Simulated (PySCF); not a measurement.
Al(Br)(Et)(Vi), C4H8AlBr, SMILES C=[CH][Al]([Br])[CH2]C, PBE0/def2-SVP optimised geometry.

```
14

Al    -0.76     0.81     0.00
Br    -1.76     2.85     0.00
C      1.20     0.81     0.00
C      1.95    -0.53    -0.01
H      1.50     1.41     0.88
H      1.50     1.43    -0.86
H      1.70    -1.13    -0.90
H      1.71    -1.14     0.87
H      3.04    -0.39    -0.02
C     -1.95    -0.72     0.00
C     -1.52    -2.00     0.01
H     -3.04    -0.58    -0.01
H     -2.20    -2.85     0.01
H     -0.45    -2.25     0.02
```

Density from PySCF with PBE0/def2-TZVP at that geometry.

Minimum of the electron density along straight lines between bonded atoms, close to the bond critical point (lines longer than 1.1 times the sum of covalent radii, or with two minima, are not listed):

| bond | length / Å | ρ at the minimum / e bohr⁻³ | ∇²ρ there / e bohr⁻⁵ | position (fraction from the first atom) |
|---|---|---|---|---|
| Al1–Br2 | 2.277 | 0.063 | 0.19 | 0.37 |
| Al1–C3 | 1.959 | 0.088 | 0.25 | 0.40 |
| C3–C4 | 1.529 | 0.239 | -0.57 | 0.50 |
| C3–H5 | 1.107 | 0.263 | -0.84 | 0.64 |
| C3–H6 | 1.107 | 0.263 | -0.84 | 0.64 |
| C4–H7 | 1.102 | 0.271 | -0.91 | 0.64 |
| C4–H8 | 1.102 | 0.271 | -0.91 | 0.64 |
| C4–H9 | 1.103 | 0.271 | -0.91 | 0.64 |
| Al1–C10 | 1.943 | 0.089 | 0.28 | 0.40 |
| C10–C11 | 1.344 | 0.342 | -1.02 | 0.49 |
| C10–H12 | 1.099 | 0.272 | -0.92 | 0.64 |
| C11–H13 | 1.098 | 0.277 | -0.96 | 0.65 |
| C11–H14 | 1.097 | 0.278 | -0.97 | 0.65 |
